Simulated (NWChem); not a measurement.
C$_{2}$H$_{3}$F$_{2}$NSi; SMILES [Si@@H]1(C=N[C@@H]1F)F

```xyz
9

F     -1.1017    -1.8841    -0.1579
C     -0.3357    -0.9286     0.4692
N      1.1172    -1.1520     0.2432
C      1.5638     0.0106    -0.1149
Si    -0.1223     0.7869    -0.3674
F     -0.5647     2.1602     0.3586
H     -0.5405    -0.9748     1.5441
H      2.6315     0.1793    -0.2544
H     -0.5700     0.8647    -1.7812
```
Atoms are numbered in this order, from 1.

Results from NWChem. Structure relaxed at the B3LYP/6-31G* (spherical d) level.

Question: Estimate the computed values for LDA (Slater exchange, VWN5)/def2-TZVP. Quantities: highest occupied level (eV); orbital gap (eV); dipole (D).

Answer: 
| Item | Result |
|---|---|
| highest occupied level (eV) | -6.43 |
| orbital gap (eV) | 3.40 |
| dipole (D) | 1.69 |
